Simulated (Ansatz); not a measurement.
BF3H5NSi (`F[B-](F)(F)[NH2+][SiH3]`) from Hartree–Fock to CCSD(T)

```xyz
11

F    -0.373    0.838   -1.984
B     0.276    1.170   -0.825
F     1.566    0.689   -0.762
F     0.161    2.485   -0.474
N    -0.534    0.316    0.367
Si    0.116   -1.364    0.537
H    -1.521    0.329    0.122
H    -0.441    0.844    1.232
H     1.377   -1.262    1.294
H    -0.893   -2.129    1.313
H     0.265   -1.917   -0.820
```

Charge 0, multiplicity 1. Geometry: relaxed with PBE0-D4/def2-TZVP. It is one conformer, not always the lowest. Frozen core, restricted reference, Ansatz 0.2.0. CBS rows extrapolate triple and quadruple zeta; past MP2 they add the triple-zeta difference.

```tsv
basis	HF (Eh)	MP2 corr.
def2-SVP	-669.13642	-0.91915
def2-TZVPP	-669.71024	-1.19955
def2-QZVPP	-669.73614	-1.30454
```

Task: Estimate the CCSD correlation energy and the (T) correction in each basis where they were run (hartree).

Result: 
```json
{"basis": "def2-SVP", "CCSD corr.": "-0.95973", "(T)": "-0.01781"}
{"basis": "def2-TZVPP", "CCSD corr.": "-1.23111", "(T)": "-0.03743"}
{"basis": "CBS(def2)", "CCSD corr.": "-1.41387", "(T)": "as TZ"}
```
